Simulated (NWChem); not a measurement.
System: C3H4O2S; SMILES CS(=O)(C#C)=O

Input file for NWChem:

```
start job
memory heap 200 mb stack 900 mb global 1100 mb
geometry units angstroms noautosym nocenter noautoz
  C      0.018998     2.557764     0.000000
  C     -0.024536     1.350102     0.000000
  S     -0.162493    -0.386855     0.000000
  C      1.569180    -0.883521     0.000000
  O     -0.761760    -0.785516    -1.274580
  O     -0.761760    -0.785516     1.274580
  H      0.058692     3.624998     0.000000
  H      2.051487    -0.502985     0.902444
  H      1.569883    -1.976988     0.000000
  H      2.051487    -0.502985    -0.902444
end
basis spherical
  * library sto-3g
end
dft
  xc b3lyp
  iterations 150
end
property
  response 1 0.0773
end
task dft property
```

STO-3G and 3-21G are far too small for this property and stand as cheap habits. Geometry: optimised at B3LYP/6-31G* (spherical d).

Field at 589 nm.

### Question
Give the results of this calculation. (B3LYP/STO-3G.) Quantities: isotropic polarisability (bohr³); anisotropy (bohr³).

### Answer
```json
{
 "isotropic polarisability (bohr³)": "31.9",
 "anisotropy (bohr³)": "23.4"
}
```
